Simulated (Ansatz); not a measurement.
Coupled-cluster run, CH5ClMoN2O (`C[N]=[Mo]([NH2])(=[O])[Cl]`).

```yaml
crystal:
  periodic: [false, false, false]
  atoms:
    - {symbol: C, position_ang: [-0.688344, -1.309944, -1.426706]}
    - {symbol: N, position_ang: [-0.532582, -0.376439, -0.370181]}
    - {symbol: Mo, position_ang: [0.165588, 1.045963, 0.302838]}
    - {symbol: N, position_ang: [0.955061, 0.485479, 1.968509]}
    - {symbol: O, position_ang: [1.336996, 1.647854, -0.739880]}
    - {symbol: Cl, position_ang: [-1.497806, 2.586014, 0.609070]}
    - {symbol: H, position_ang: [0.008108, -1.113452, -2.249198]}
    - {symbol: H, position_ang: [-1.712973, -1.267154, -1.810306]}
    - {symbol: H, position_ang: [-0.515542, -2.324063, -1.051288]}
    - {symbol: H, position_ang: [1.733739, 0.979653, 2.381098]}
    - {symbol: H, position_ang: [0.813254, -0.410912, 2.406744]}
basis:
  gaussian: {orbitals: def2-SVP}
correlation: {method: ccsd_t}
```

```sh
$ ansatz run in.yaml --threads 2 --pin off --events-out ev --progress --plain --max-ram 22528MiB --backend cuda --devices 0, --max-vram 18GiB
```

The program prints (abridged):

```
Functional definition: HF
1305 factors; integrals over basis functions are off by at most 1.4e-3 eV
mean field evaluation 1: about -20433.3943 eV, gradient 6.9e1 eV
mean field evaluation 2: about -20433.6324 eV, gradient 6.9e1 eV
mean field evaluation 4: about -20443.2930 eV, gradient 9.3e0 eV
mean field evaluation 8: about -20443.5420 eV, gradient 6.1e-1 eV
mean field evaluation 16: about -20443.5473 eV, gradient 2.4e-6 eV
mean field -20443.54730374 eV, -751.2865062784 hartree, gradient 4.8e-6 eV, S^2 0.000000; 0 other end points of the search recorded, 0 dependent functions left out; unrestricted orbitals would lower it
9 core orbitals not correlated: weight in the atoms' cores, before any rotation towards them, 1.000 or more for the frozen orbitals, at most 0.000 for the correlated occupied ones
reference -20443.54730374 eV, -751.2865062784 hartree; 23, 23 occupied and 98, 98 virtual orbitals, 1305 factors
second order -34.78318917 eV of doubles, -0.00000000 eV of singles
cycle   1  -31.06612315 eV  change     3.7e0 eV  update   3.2e-1
cycle   2  -33.04507968 eV  change    -2.0e0 eV  update   2.3e-1
cycle   3  -33.46601324 eV  change   -4.2e-1 eV  update   4.2e-2
cycle   4  -33.51154626 eV  change   -4.6e-2 eV  update   2.0e-2
cycle   5  -33.49839711 eV  change    1.3e-2 eV  update   7.2e-3
cycle   6  -33.50130354 eV  change   -2.9e-3 eV  update   3.7e-3
cycle   7  -33.50127332 eV  change    3.0e-5 eV  update   1.6e-3
cycle   8  -33.49918568 eV  change    2.1e-3 eV  update   9.8e-4
cycle   9  -33.49960311 eV  change   -4.2e-4 eV  update   3.5e-4
cycle  10  -33.50000657 eV  change   -4.0e-4 eV  update   2.1e-4
cycle  11  -33.49977167 eV  change    2.3e-4 eV  update   9.5e-5
cycle  12  -33.49960606 eV  change    1.7e-4 eV  update   5.3e-5
cycle  13  -33.49974636 eV  change   -1.4e-4 eV  update   1.8e-5
cycle  14  -33.49970174 eV  change    4.5e-5 eV  update   9.2e-6
perturbative correction -1.75078825 eV, -0.0643402815 hartree
Total energy: -20478.79779374 eV, -752.5819378922 hartree
```

Run time 1.8 s (2 threads of an AMD EPYC 7R13 on a shared host and a share of an NVIDIA H100 80 GB); peak host memory 0.84 GiB.

Correlation energy per correlated electron: -0.766 eV. T1 diagnostic: 0.0214.
